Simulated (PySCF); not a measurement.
## Electron correlation in Br+ (bromine, charge +1)

[Ar] 3d10 4s2 4p4, high-spin 3P determinant. Calculation: PySCF 2.14, in jorge-DZP-DKH; the spin-free X2C one-electron Hamiltonian (Gaussian nucleus). Frozen: [Ar] 3d10; 6 electrons correlated.

MP2 pair energies summed by pair of shells (mhartree):

```tsv
pair	energy	share (%)
4s-4p	-17.08	51.7
4p-4p	-11.47	34.8
4s-4s	-4.46	13.5
```

Total MP2 correlation energy: -33.00 mhartree.

Same-spin part -6.78 and opposite-spin part -26.23 mhartree; SCS-MP2 scales them by 1/3 and 6/5 to -33.73 mhartree.

| level | correlation energy (mhartree) |
| --- | --- |
| CCSD | -38.96 |
| (T) | -0.26 |
| CCSD(T) | -39.22 |

Diagnostics: T1 = 0.0012, D1 = 0.0026, largest double amplitude 0.033.

**Question.** Is a single reference adequate?

**Answer.** Yes, within this model without spin-orbit coupling: T1 lies below 0.03 and no double amplitude reaches 0.07.
